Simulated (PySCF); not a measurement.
Match the calculated data to a structure.

All candidates are C5H10F2O.

| technique | computed result |
| --- | --- |
| Dipole | 1.42 D [CAM-B3LYP/def2-SVPD] |
| UV, first state | lowest singlet excitation: 7.71 eV (161 nm, f = 0.008) [TDDFT CAM-B3LYP/def2-SVPD] |
| UV, strongest line | among the 8 lowest singlet transitions: S2 at 8.20 eV (151 nm, f = 0.027) [TDDFT CAM-B3LYP/def2-SVPD] |
| Triplet | lowest triplet excitation (Tamm–Dancoff): 7.51 eV [TDA CAM-B3LYP/def2-SVPD] |
| Polarisability | 68.1 au [CAM-B3LYP/def2-SVPD] |
| Rotational structure | rotational constants A, B, C: 2.306, 1.678, 1.043 GHz [GFN2-xTB] |

Electronic properties: PySCF, gas phase, density fitting. Levels stand in brackets. The structure is a single GFN2-xTB conformer in the gas phase; no vibrational or solvent corrections.

Question: Which candidate is it?
A. `CCCCOC(F)F`
B. `CC[C@H](OC)C(F)F`
C. `COCCC(C)(F)F`

Answer: B. It is `CC[C@H](OC)C(F)F`. Numbering: `[CH3:1][CH2:2][C@H:3]([O:4][CH3:5])[CH:6]([F:7])[F:8]`. Its formula, C5H10F2O, gives 0 degrees of unsaturation, so no ring and no π bond. The optimised geometry has point group C1 and is an asymmetric top.

The others, at the same levels:
- `COCCC(C)(F)F` fails: its computed lowest singlet excitation is 7.29 eV (170 nm, f = 0.022) (against 7.71 eV), lowest triplet excitation (Tamm–Dancoff) is 7.10 eV (against 7.51 eV) and rotational constant A is 3.979 GHz (against 2.306 GHz).
- `CCCCOC(F)F` fails: its computed lowest singlet excitation is 8.54 eV (145 nm, f = 0.026) (against 7.71 eV), lowest triplet excitation (Tamm–Dancoff) is 8.34 eV (against 7.51 eV) and rotational constant A is 3.910 GHz (against 2.306 GHz).

Each candidate is one conformer, not necessarily the lowest. The conformers computed, where there is a choice (atom-mapped SMILES and torsion angles):
- `[CH3:1][CH2:2][C@H:3]([O:4][CH3:5])[CH:6]([F:7])[F:8]`: C1–C2–C3–O4 -65°, C2–C3–O4–C5 162°, C2–C3–C6–F7 -46°
- `[CH3:1][O:2][CH2:3][CH2:4][C:5]([CH3:6])([F:7])[F:8]`: C1–O2–C3–C4 -179°, O2–C3–C4–C5 -78°, C3–C4–C5–C6 66°
- `[CH3:1][CH2:2][CH2:3][CH2:4][O:5][CH:6]([F:7])[F:8]`: C1–C2–C3–C4 180°, C2–C3–C4–O5 60°, C3–C4–O5–C6 72°, C4–O5–C6–F7 -91°
